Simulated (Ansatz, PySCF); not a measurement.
ClRb, SMILES [Cl][Rb] (connectivity only; charge and spin as stated), charge -1, multiplicity 2. Atoms are numbered in the order given.

```xyz
2

Rb     0.0000     0.0000    -0.9424
Cl     0.0000     0.0000     2.0622
```
Charge -1, spin multiplicity 2.

Geometry: PBE0-D3(BJ)/def2-TZVPD. The multiplicity is an assumed one; other spin states were not compared. The def2 effective core potentials stand for the cores of Rb; spin–orbit coupling is left out.

Two levels are set side by side: PBE-D3(BJ)/def2-TZVPD (Ansatz, a first-principles code) and PBE0-D3(BJ)/def2-TZVPD (Ansatz). Each level has its own optimised geometry; the coordinates shown are those of the second. Frequencies come from the Hessian of PySCF at each geometry. Differences are taken from unrounded values.

| quantity | PBE0-D3(BJ) | PBE-D3(BJ) | PBE-D3(BJ) minus PBE0-D3(BJ) |
|---|---|---|---|
| bond Rb1–Cl2 (Å) | 3.005 | 3.023 | 0.019 |
| highest harmonic wavenumber (cm⁻¹) | 170 | 163 | -6 |
| mean harmonic wavenumber (cm⁻¹) | 170 | 163 | -6 |
| zero-point energy (kcal/mol) | 0.24 | 0.23 | -0.01 |
